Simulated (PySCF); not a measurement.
# As(OH)₂ + Cl₂ → AsO₂ + 2 HCl

Level: PBE0 in the def2-TZVP basis family, all electrons, no relativity, computed in PySCF with density fitting; open shells unrestricted.

```json
{"species": "As(OH)₂", "state and structure": "doublet, C2, As–O 1.785 Å (×2), O–H 0.964 Å (×2); As–O–H 111.4° (×2), O–As–O 99.7°", "ZPE (kJ/mol)": "69.0", "H(298 K) − H(0) (kJ/mol)": "15.2", "S° (J/(mol K))": "303.4"}
{"species": "Cl₂", "state and structure": "singlet, D∞h, Cl–Cl 1.982 Å", "ZPE (kJ/mol)": "3.5", "H(298 K) − H(0) (kJ/mol)": "9.1", "S° (J/(mol K))": "222.5"}
{"species": "AsO₂", "state and structure": "doublet, C2v, As–O 1.626 Å (×2); O–As–O 126.4°", "ZPE (kJ/mol)": "12.5", "H(298 K) − H(0) (kJ/mol)": "11.4", "S° (J/(mol K))": "269.2"}
{"species": "HCl", "state and structure": "singlet, C∞v, H–Cl 1.279 Å", "ZPE (kJ/mol)": "17.9", "H(298 K) − H(0) (kJ/mol)": "8.7", "S° (J/(mol K))": "186.6"}
```

Question: Is the gas-phase reaction uphill or downhill in electronic energy at this level, and by how much?

Answer: At PBE0/def2-TZVP, ΔE = 92.6 kJ/mol, uphill. 

Question: Add zero-point, thermal and entropy terms for 298.15 K and 1 bar.

Answer: ΔZPE = -24.2 and Δ[H(298) − H(0)] = 4.5 kJ/mol give ΔH° = 72.9 kJ/mol. ΔS° = 116.5 J/(mol K), so ΔG° = 72.9 − 298.15 × (0.1165) = 38 kJ/mol and log₁₀K = -6.7. ΔG° would change sign near 630 K if ΔH° and ΔS° stayed fixed.

The structures come from searches over a few start shapes, so lower isomers are not excluded.
